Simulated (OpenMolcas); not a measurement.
## I2+: effect of the level shift or regulariser

```
Program             : OpenMolcas
Basis               : ANO-RCC-VQZP [8s7p5d3f2g]
Scalar Hamiltonian  : DKH2, point nucleus
Active space        : 5 electrons in 9 orbitals (RAS2 5s 5p; RAS3 5d, at most 2 electrons)
State averaging     : 2S+1 = 4 odd, 1 root; 2S+1 = 2 odd, 11 roots; 2S+1 = 4 even, 3 roots; 2S+1 = 2 even, 8 roots
Spin-orbit coupling : state interaction with AMFI integrals over the reference wave functions, term energies averaged over their components
```

Methods on the same reference wave functions:
A. RASSCF
B. MS-RASPT2, IPEA 0.25 Eh, imaginary shift 0.1 Eh (closed shells correlated: 4d)
C. MS-RASPT2, IPEA 0.25 Eh, sigma2 regulariser 0.3 Eh (closed shells correlated: 4d)

Energies in cm-1 above 5s2 5p3 4S* 3/2.

```
          Level      A      B      C
5s2 5p3 4S* 3/2    0.0    0.0    0.0
5s2 5p3 2D* 3/2  15995  11860  11860
5s2 5p3 2D* 5/2  18843  14520  14520
5s2 5p3 2P* 1/2  28339  24320  24330
5s2 5p3 2P* 3/2  32340  28480  28480
  5s 5p4 4P 5/2  83018  85750  85750
  5s 5p4 4P 3/2  87757  90540  90540
  5s 5p4 4P 1/2  90541  93380  93380
```

Between B and C the level of the table that moves most is 5s2 5p3 2P* 1/2, by 7.5 cm-1 (lowest in B, highest in C). Moves below CASPT2's spread within the term are not significant.

From A to B the spin-free energies of the other terms of 5s2 5p3 shown, above 4S*, scale by factors of 0.74 to 0.84.

The lowest spin-free term lies below A's lowest term by 0.510 hartree in B, 0.510 hartree in C.

Term energies are means over components that CASPT2 splits; among the terms shown or strongly mixed into the levels shown the widest spread is 32 cm-1 (5s2 5p3 2D*, B). The run also gave levels led by 5s 5p3 5d, 5s2 5p2 5d, which use shells meant for correlation; these and all levels above them are left out. Some terms mix strongly with configurations of 5d, whose occupation reaches 0.17 (5s 5p4 4P). Levels of configurations outside the active space are missing. Levels that lie high or do not pair safely by name in every column are left out.

* marks odd parity.
